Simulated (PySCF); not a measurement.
Correlation energy of Mn⁺ (manganese, charge +1)

[Ar] 3d4 4s1 4p1, one real determinant (an excited configuration). Computed with PySCF 2.14 in aug-cc-pwCVTZ (10s9p7d4f3g, 127 functions), with the non-relativistic Hamiltonian (point nucleus). Frozen: [Ne]; 14 electrons correlated.

MP2 pair energies summed by pair of shells (mhartree):

```tsv
pair	energy	share (%)
3p-3d	-173.42	37.7
3p-3p	-115.14	25.1
3s-3p	-45.32	9.9
3d-3d	-44.26	9.6
3s-3d	-31.62	6.9
3p-4s	-13.32	2.9
3d-4s	-11.07	2.4
3p-4p	-7.26	1.6
3d-4p	-6.68	1.5
3s-3s	-6.68	1.5
4s-4p	-2.43	0.5
3s-4s	-1.48	0.3
3s-4p	-0.83	0.2
```

Total MP2 correlation energy: -459.52 mhartree.

Same-spin part -158.49 and opposite-spin part -301.03 mhartree; SCS-MP2 scales them by 1/3 and 6/5 to -414.06 mhartree.

The reference is one real determinant that mixes LS terms of this configuration.
